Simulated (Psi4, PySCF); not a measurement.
The PySCF input:
```python
from pyscf import gto, scf, dft

mol = gto.M(
    atom='''
V     0.000000    0.000000    0.000000
''',
    basis='6-31g*',
    charge=0,
    spin=3,
    verbose=4,
)

mf = dft.UKS(mol)
mf.xc = 'b3lyp5'
mf.grids.atom_grid = (99, 590)
mf.grids.prune = None
mf.kernel()
```

**Question.** Write the same job for Psi4.

**Answer.** This is not unique; one that fits is 
```
memory 2 GB

molecule {
0 4
  V     0.00000000    0.00000000    0.00000000
}

set basis 6-31g*
set reference uks
set scf_type pk
set puream true
set d_convergence 1e-8
set dft_radial_points 99
set dft_spherical_points 590

energy('b3lyp5')
print_variables()
```

Both were run: PySCF gave -943.731553 Eh and Psi4 -943.731553 Eh, 0.000 mEh apart.
